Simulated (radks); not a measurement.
Values are calculated unless marked as measured or tabulated.
Task: Ionisation of Co+, [Ar] 3d8, to Co2+, [Ar] 3d7, under several functionals. Dirac Kohn-Sham, spin-unpolarised, spherical densities, point nucleus; open shells fill j = l - 1/2 first; a radial shooting solver on a logarithmic mesh with Libxc functionals. Known Delta-SCF values: HCTH/407 19.602 eV. What does BP86 give, and what is its highest occupied eigenvalue?

Result: 19.352 eV by Delta-SCF; the 3d5/2 eigenvalue is -12.281 eV. NIST: 17.084 eV (measured).

Beside tabulated values, note that spin-unpolarised runs miss the spin-polarisation part of the exchange energy of open shells.
